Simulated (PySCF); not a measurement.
Ge(OMe)(SiH3) (CH6GeOSi), SMILES C[O][Ge][SiH3] (connectivity only; charge and spin as stated), neutral, multiplicity 1.

Coordinates come from a B3LYP-D3(BJ)/def2-SVP optimisation. The structure was generated by enumeration; whether it is a known compound was not checked. One conformer was computed; it need not be the lowest.

Method: PBE/def2-TZVP in PySCF.

Symmetry labels are those of the subgroup Cs that the program uses (full group Cs).

Task: List the valence orbital energies around the gap with their symmetry. (Estimate from the structure and the level; the computed values follow.)

Result: 
| orbital | symmetry | energy (eV) |
|---|---|---|
| HOMO−7 | A" | -11.05 |
| HOMO−6 | A' | -10.97 |
| HOMO−5 | A' | -9.63 |
| HOMO−4 | A" | -8.28 |
| HOMO−3 | A' | -8.16 |
| HOMO−2 | A" | -7.23 |
| HOMO−1 | A' | -7.13 |
| HOMO | A' | -5.33 |
| LUMO | A" | -3.32 |
| LUMO+1 | A' | -0.94 |
| LUMO+2 | A' | -0.06 |
| LUMO+3 | A' | 0.45 |
